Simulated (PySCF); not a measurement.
# Spinor energies of Cr¹⁹⁺ (chromium, charge +19)

Start: [He] 2s2 2p1; 2p3/2 filled at m_j = +3/2. Calculated with PySCF 2.14 in an even-tempered Gaussian basis (17 s from 4.6 bohr⁻², ratio 2.4; 11 p from 6 bohr⁻², ratio 2.4; 5 d from 21 bohr⁻², ratio 2.6; 4 f from 31 bohr⁻², ratio 2.6): generalised Hartree-Fock with the X2C-1e Hamiltonian and a Gaussian nucleus; one run each with spin-orbit coupling (SO) screened by Boettger's factors, then bare. This is a chosen level, not necessarily the ground level.

```
spinor shell  electrons  ε, screened SO (eV)  ε, bare SO (eV)  weight of nominal j (bare SO)  rms radius, bare SO (bohr)
       1s1/2          2              -7102.7          -7102.7                          1.000                      0.0727
       2s1/2          2              -1540.1          -1540.1                          1.000                       0.290
       2p3/2          1              -1487.5          -1487.2                          1.000                       0.253
```

```tsv
quantity	screened SO	bare SO
E (hartree)	-743.06915	-743.05744
M_J	3/2	3/2
⟨J²⟩	3.750	3.750
⟨L²⟩	2.000	2.000
⟨S²⟩	0.750	0.750
```

Each row is a mean over spinors that exchange with the open shell spreads, by up to 18.619 eV (2s1/2).
